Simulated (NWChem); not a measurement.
# Atomisation of Cl3Ga

```xyz
4

Ga     0.0000     0.0000     0.0000
Cl     0.0000     0.0000     2.1374
Cl     1.8511     0.0000    -1.0687
Cl    -1.8511     0.0000    -1.0687
```
Charge 0, spin multiplicity 1.

The numbers come from NWChem runs, not from measurements. The geometry was optimised at B3LYP/def2-SVP, a minimum by its harmonic frequencies.

Basis set: def2-TZVP. The atomisation energy is electronic alone: no zero-point, thermal, spin-orbit or counterpoise terms. No value is extrapolated to the basis-set limit. Free atoms are single determinants with multiplicities Ga 2, Cl 2.

The Hamiltonian is non-relativistic. B3LYP has NWChem's definition, with VWN1-RPA local correlation. The structure started from a generated list of species. The stability of the SCF solutions was not checked. Open-shell Hartree-Fock references start from PBE0 orbitals.

**Question.** For the atomisation energy, HF gives 198.9 kcal/mol and BLYP gives 242.5 kcal/mol. What do TPSS, BP86, PBE0 give?

**Answer.** TPSS: 260.4 kcal/mol; BP86: 257.9 kcal/mol; PBE0: 260.9 kcal/mol.
